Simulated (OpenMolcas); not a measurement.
## How basis sets differ on C2H7BO (SMILES CCBO)

C2H7BO: 11 atoms, total charge 0, spin state singlet. SMILES: `CCBO`. The shape is that of a PBE0-D4/def2-TZVP optimisation. This is one conformer, not always the lowest.

Quantity: the HOMO–LUMO gap, in eV. The values are calculated.

```json
{"level": "HF/STO-3G", "kind": "Hartree–Fock", "program": "OpenMolcas", "value (eV)": "18.61", "CPU time": "1.4 s"}
{"level": "HF/3-21G", "kind": "Hartree–Fock", "program": "OpenMolcas", "value (eV)": "16.18", "CPU time": "1.8 s"}
{"level": "HF/6-31G* (Cartesian functions)", "kind": "Hartree–Fock", "program": "OpenMolcas", "value (eV)": "16.25", "CPU time": "7.5 s"}
{"level": "HF/def2-SVP", "kind": "Hartree–Fock", "program": "OpenMolcas", "value (eV)": "15.83", "CPU time": "6.8 s"}
```

The values span 15.83 to 18.61 eV. A Hartree–Fock LUMO above zero doesn't converge with the basis: it sinks as sets grow more diffuse. Orbital gaps aren't excitation energies. Times are those of the runs behind each value, whatever else they computed, on shared processors of several kinds: orders of magnitude only.
